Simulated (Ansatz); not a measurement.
Basis sets compared for `CN(C)c1ccc(/C=C/c2ccc(/C=C/c3ccc(/C=C/C#N)cc3)cc2)cc1`. Total charge 0; singlet. Geometry PBE-D4/def2-SVP. Ansatz on 2 threads of AMD EPYC 7R13 on a shared host and a share (18 GiB) of an NVIDIA H100 80GB HBM3; times are rough, and most runs start from earlier orbitals.

Cartesian coordinates in Å:
```
C 2.919 -2.994 8.742
N 2.261 -3.870 7.793
C 1.998 -5.250 8.146
C 1.890 -3.393 6.552
C 2.138 -2.039 6.173
C 1.756 -1.560 4.924
C 1.107 -2.383 3.967
C 0.683 -1.922 2.655
C 0.849 -0.675 2.120
C 0.401 -0.221 0.813
C -0.317 -1.034 -0.104
C -0.731 -0.537 -1.336
C -0.457 0.799 -1.737
C -0.928 1.262 -3.032
C -0.751 2.502 -3.579
C -1.238 2.960 -4.871
C -2.013 2.154 -5.751
C -2.460 2.638 -6.975
C -2.159 3.961 -7.399
C -2.602 4.516 -8.668
C -3.345 3.885 -9.626
C -3.729 4.514 -10.842
N -4.057 5.017 -11.854
C -1.389 4.767 -6.525
C -0.942 4.281 -5.297
C 0.266 1.611 -0.825
C 0.679 1.114 0.408
C 0.871 -3.727 4.349
C 1.247 -4.228 5.595
H 3.126 -3.552 9.673
H 2.289 -2.115 9.007
H 3.889 -2.606 8.355
H 0.913 -5.492 8.105
H 2.524 -5.964 7.472
H 2.347 -5.439 9.176
H 2.633 -1.351 6.870
H 1.965 -0.506 4.684
H 0.171 -2.688 2.047
H 1.371 0.091 2.720
H -0.559 -2.074 0.161
H -1.290 -1.191 -2.024
H -1.489 0.508 -3.611
H -0.184 3.256 -3.007
H -2.273 1.125 -5.461
H -3.058 1.979 -7.621
H -2.298 5.558 -8.866
H -3.681 2.842 -9.499
H -1.140 5.797 -6.828
H -0.344 4.930 -4.638
H 0.503 2.652 -1.087
H 1.236 1.769 1.097
H 0.372 -4.402 3.635
H 1.034 -5.279 5.827
```

Single mean-field runs in def2-SVP, def2-TZVP are fitted with def2-universal-jkfit.

Binding counts from free atoms (C triplet, N quartet, H doublet) in the same basis, without a counterpoise term.

```json
{"level": "PBE-D4/def2-SVP", "functions": "526", "energy (Eh)": "-1150.5610", "HOMO (eV)": "-4.48", "LUMO (eV)": "-3.04", "binding per atom (eV)": "5.33", "wall time": "4.8 s"}
{"level": "PBE0-D4/def2-SVP", "functions": "526", "energy (Eh)": "-1150.6523", "HOMO (eV)": "-5.23", "LUMO (eV)": "-2.49", "binding per atom (eV)": "5.21", "wall time": "4.6 s"}
```

Problem. Estimate the rows for PBE-D4/def2-TZVP (with forces), PBE0-D4/def2-TZVP.

Solution. 
```csv
level,functions,energy (Eh),HOMO (eV),LUMO (eV),binding per atom (eV),wall time
PBE-D4/def2-TZVP (with forces),1043,-1151.7715,-4.57,-3.14,5.25,9.5 s
PBE0-D4/def2-TZVP,1043,-1151.8495,-5.26,-2.56,5.13,10 s
```
